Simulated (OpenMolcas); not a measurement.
Ni⁵⁺.

```json
{"Program": "OpenMolcas 26.06", "Method": "CASSCF", "Basis": "ANO-R3 [7s5p5d3f2g1h]", "Scalar Hamiltonian": "X2C, finite nucleus", "Active space": "5 electrons in 5 orbitals (3d)", "State averaging": "2S+1 = 6 even, 1 root; 2S+1 = 4 even, 24 roots; 2S+1 = 2 even, 75 roots", "Spin-orbit coupling": "state interaction with AMFI integrals over the reference wave functions, term energies averaged over their components"}
```

Levels without dynamic correlation, in cm-1 above 3d5 6S 5/2:

| Level | E |
| --- | --- |
| 3d5 4P 5/2 | 54125 |
| 3d5 4G 5/2 | 47143 |
| 3d5 4D 7/2 | 58554 |
| 3d5 2I 11/2 | 67219 |

On this reference, MS-CASPT2, IPEA 0.25 Eh, imaginary shift 0.1 Eh (closed shells correlated: 3s 3p) puts 3d5 4P 5/2 at 47160 cm-1.

Estimate the other levels at that method by one scale factor, and say how well it serves.

The factor is 47160 / 54125 = 0.871. Scaled values beside those that MS-CASPT2 gives and measured ones (Corliss and Sugar, J. Phys. Chem. Ref. Data 10, 197 (1981)):
```tsv
Level	Scaled	MS-CASPT2	Miss (%)	Measured
3d5 4G 5/2	41062	42840	-4.2	
3d5 4D 7/2	51001	51380	-0.7	50331
3d5 2I 11/2	58548	62640	-6.5	61196
```
For these levels the scaled values miss MS-CASPT2 by up to 6.5 %, as correlation changes each term by its own factor, spin-orbit parts do not scale and CASPT2 has its own spread within terms. This holds within one configuration; levels of others move differently, and the target method has errors of its own against measurement.

CASPT2 breaks the degeneracy within a term, and the mean is taken; among the terms shown or strongly mixed into the levels shown the widest spread is 340 cm-1 (3d5 4G, MS-CASPT2). Without dynamic correlation excited terms often stand tens of per cent too high (terms of higher spin than the ground term too low), and those without a measured partner can miss by more than the paired ones (holds for CASSCF). Blocks of more than 70 roots (2S+1 = 2 even) ran without multistate coupling (holds for MS-CASPT2). Computed and measured levels are paired by configuration, term and J; levels that our copy of the source lacks, or whose pairing is in doubt (as where it misses far off the trend of its configuration), stay unpaired and out of the deviations. Levels of configurations outside the active space are missing.
